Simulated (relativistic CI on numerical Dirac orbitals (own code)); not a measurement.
Computed by Dirac-Coulomb-Breit CI, separate exchange-only KLI orbitals for each configuration, QED by a radiative potential, unscaled Slater integrals (own radial code, finite nucleus).

The strongest absorption lines from the ground level of an ion, among the configurations computed and to levels below about 39.3 eV (vacuum wavelength in Å, gf): 333.34 (0.24), 342.36 (1.2), 344.47 (0.32), 357.18 (0.97), 366.10 (1.6), 366.62 (1.4), 366.74 (0.93), 373.05 (0.34).

Question: Which ion is it?
A. Hg IX
B. Hg VII
C. Pt V
D. Hg V

Answer: B. Hg VII has 74 electrons and the ground level 5s²5p⁶5d⁶ ⁵D4; the strongest line goes to 5s²5p⁶5d⁵6p ⁵F°5. The pattern of lines fixes the number of electrons, and along that sequence the line energies rise steadily with the charge (about as its square where n changes within one kind of shell, about linearly where n is kept but much faster in heavy ions where fine structure, which grows about as Z⁴, sets the gap, and irregularly where shells cross), which fixes Z. Configurations outside the model, such as inner-shell arrays, can give stronger lines. At this charge configurations can still be misplaced by up to about 7 % of their energy. Terms inside the open d or f shell come out 10 to 20 % too wide with unscaled integrals. Levels and lines within the n = 5 or 6 shells can be off by up to 10 % or somewhat more, and those that change n by about 2 %, since core polarisation is missing.

LS names give the leading component of a level, which can be under half, so a name can repeat, a term be missing and a line seem to break the LS rules.
